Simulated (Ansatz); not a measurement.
`F[CH](Cl)[GaH][Cl]` + `C[SeH]` → `C[Se][GaH][Cl]` + `FCCl` at 500 K and 1 bar (ligand exchange at a Ga–C bond).

Program: Ansatz. Geometries: PBE0-D4/def2-TZVP. ΔE: electronic, gas phase. CCSD(T)/CBS adds triple-zeta CCSD(T) − MP2 to the extrapolated MP2 energy (def2 sets, frozen cores). This one scheme is used for every species. For Ga, Se outer-core shells are correlated without core-valence functions, which leaves a few kJ/mol of doubt a bond. Scalar relativity is left out up to krypton. One conformer a species, not always the lowest.

| species | CCSD(T)/CBS energy (Eh) | H − E (kJ/mol) | S (J/(mol·K)) |
| --- | --- | --- | --- |
| `F[CH](Cl)[GaH][Cl]` | -2982.57501 | 117.1 | 424.9 |
| `C[SeH]` | -2441.15625 | 142.1 | 299.3 |
| `C[Se][GaH][Cl]` | -4824.97287 | 165.3 | 430.4 |
| `FCCl` | -598.81139 | 104.1 | 292.1 |

H − E and S are ideal-gas, rigid-rotor, harmonic terms from PBE0-D4/def2-TZVP, for one conformer and one mirror image of each species. 1 Eh = 2625.50 kJ/mol, R = 8.31446 J/(mol·K).

Task: By hand: ΔE, ΔH, ΔS and ΔG.

Result: ΔE = (-4824.97287) + (-598.81139) − (-2982.57501) − (-2441.15625) = -0.05300 Eh = -139.2 kJ/mol. Δ(H − E) = 165.3 + 104.1 − 117.1 − 142.1 = 10.2, so ΔH = -129.0 kJ/mol. ΔS = 430.4 + 292.1 − 424.9 − 299.3 = -1.7 J/(mol·K). ΔG = -129.0 − 500 × (-1.7)/1000 = -128.2 kJ/mol.

Task: By hand: the equilibrium constant, and the temperature at which ΔG would vanish if ΔH and ΔS stayed fixed.

Result: log₁₀ K = −ΔG/(RT ln 10) = 13.4. ΔG = 0 at ΔH/ΔS = 75882 K, far beyond where these terms or the molecules hold.

The number of gas molecules stays the same, so ΔS is small and ΔH decides. A doubt of 5 kJ/mol in ΔE shifts log₁₀ K by 0.5 here. Other conformers and mirror images would add mixing entropy, several J/(mol·K) or more a flexible species. Modes under 60 cm⁻¹, often nearly free rotors, make the harmonic entropy too high. These are equilibria of isolated gas molecules and say nothing of rates. Largest T1 diagnostic: 0.012 (customary marks: 0.02 for closed shells, 0.045 for open ones).
